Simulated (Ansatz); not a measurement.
Frontier orbitals of CH6ClGeN, SMILES `[CH3][GeH]([NH2])[Cl]`.

Charge 0, multiplicity 1. Correlated methods include outer-core shells of Ge, which these sets cover unevenly. Scalar relativity is left out up to krypton. All single points use the PBE0-D4/def2-TZVP geometry. It is one conformer, not always the lowest. Basis def2-TZVPP, Ansatz.

```tsv
functional	HOMO (eV)	LUMO (eV)	gap (eV)
LDA (SPW92)	-6.47	-0.59	5.88
PBE	-6.31	-0.35	5.96
B97M-V	-6.73	-0.05	6.68
PBE0	-7.75	0.60	8.35
r2SCANh	-7.17	0.37	7.54
ωB97M-V	-10.09	2.15	12.24
HF	-11.27	3.34	14.61
```

A quarter of exact exchange (PBE0) shifts PBE's HOMO by −1.45 eV and its LUMO by +0.95 eV; full exchange at long range (ωB97M-V) shifts them by −3.79 and +2.50 eV. The gap opens from 5.96 to 12.24 eV, since occupied levels lose self-interaction and empty ones feel all the electrons. A positive LUMO is unbound and depends on the basis.
